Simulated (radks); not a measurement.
Effect of the nuclear size on neutral rubidium, [Kr] 5s1. All-electron calculation, Dirac Kohn-Sham, LDA (Slater exchange, Perdew-Wang correlation), spin-unpolarised, spherical densities, finite nucleus; Fermi nuclear charge, rms radius 4.2036 fm. Program: a radial shooting solver on a logarithmic mesh with Libxc functionals. The rms radius is varied about that value; shifts are against it.

rms radius (fm)  total energy shift (eV)  density at nucleus (e/bohr^3)  1s1/2 shift (meV)  2s1/2 shift (meV)  3p1/2 shift (meV)  4s1/2 shift (meV)  4p1/2 shift (meV)
3.552                             -0.206                      5.547e+04              -87.3              -8.92              0.145             -0.169              0.032
3.8295                            -0.122                      5.511e+04              -51.8              -5.29              0.086             -0.100              0.019
4.2036                                 0                      5.468e+04              0.000              0.000              0.000              0.000              0.000
4.439                             0.0822                      5.443e+04               34.9               3.56             -0.058              0.067             -0.013
5.2083                             0.379                      5.371e+04                161               16.4             -0.266              0.310             -0.059

Slopes of the eigenvalues against <r^2> in GHz/fm^2, as finite differences over the two radii next to the reference (eigenvalue slopes, not the field-shift constants of lines): 1s1/2 4160, 2s1/2 425, 3p1/2 -6.88, 4s1/2 8.02, 4p1/2 -1.52.
